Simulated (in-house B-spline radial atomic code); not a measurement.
**RPA and G0W0 on r2SCAN0: Xe7+**

Configuration [Kr] 4d10 5s1, highest spin, mean-field start r2SCAN0. Computed with an all-electron radial atomic-structure program (B-spline basis): all electrons, scalar-relativistic (spin-free one-electron X2C), finite nucleus, each spin shell either full or empty, empty states to l = 9 with an (l + 1/2)⁻⁴ tail; G0W0 by contour deformation at full frequency.

Command:
```bash
python run_gw.py task.json out
```
Settings (radii: box in bohr, nucleus in fm):
```
Z                        54
electrons                47
configuration            [Kr] 4d10 5s1
hamiltonian              x2c
method                   r2scan0
lmax                     9
rms_radius               4.7859
spin_polarised           True
box_radius               8.41
intervals                66
ion_configuration        [Kr] 4d10
```

Time taken, with all properties: 7.2 s on 1 thread of Arm Neoverse V1, on a shared host.

Energies (hartree):

| term | value |
| --- | --- |
| mean-field total | -7434.81405 |
| Hartree-Fock functional on these orbitals | -7432.11181 |
| direct second order | -4.136 |
| second-order exchange | 1.1455 |
| SOSEX correction | 1.0813 |

Task: What is the RPA correlation energy, and what remains with SOSEX?

Result: RPA gives -3.7158 hartree (-2.15 eV per electron); RPA + SOSEX gives -2.6345, and the second-order doubles -2.9905 hartree (no singles). RPA lacks exchange-type terms and so overcorrelates at short range.

Quasi-particle levels (eV):

| level | occupied | mean field | Σx - vxc | Σc | QP weight | G0W0 |
| --- | --- | --- | --- | --- | --- | --- |
| 5s up | yes | -101.65 | -2.78 | ? | ? | ? |
| 4d down | yes | -154.98 | -8.44 | 0.22 | 0.966 | -163.20 |
| 4d up | yes | -155.40 | -8.39 | 0.15 | 0.922 | -163.64 |
| 5s down | no | -95.40 | 6.21 | -2.96 | 0.970 | -92.15 |

G0W0 = mean field + (Σx - vxc) + Σc, with Σc (partial-wave tail included) taken at the quasi-particle energy. Only the outer levels were computed. Levels of low weight are left out.

Task: Where does G0W0 put 5s up?

Result: At -106.75 eV, with Σc = -2.33 eV and a quasi-particle weight of 0.978. The tabulated removal energy is 105.978 ± 0.0025 eV (NIST, measured); the calculation leaves out spin-orbit coupling, Breit and QED terms, and what these don't explain is the method's own error.

Task: What does it cost to remove one electron (to [Kr] 4d10) by differences of total energies, each species on its own start (correlation terms add to the Hartree-Fock functional)?

Result: r2SCAN0 105.88 eV, Hartree-Fock functional 104.22 eV, + RPA 106.51 eV, + RPA + SOSEX 105.81 eV, + second order 106.71 eV. Tabulated: 105.978 ± 0.0025 eV (NIST, measured); the calculation leaves out spin-orbit coupling, Breit and QED terms, and what these don't explain is the method's own error.
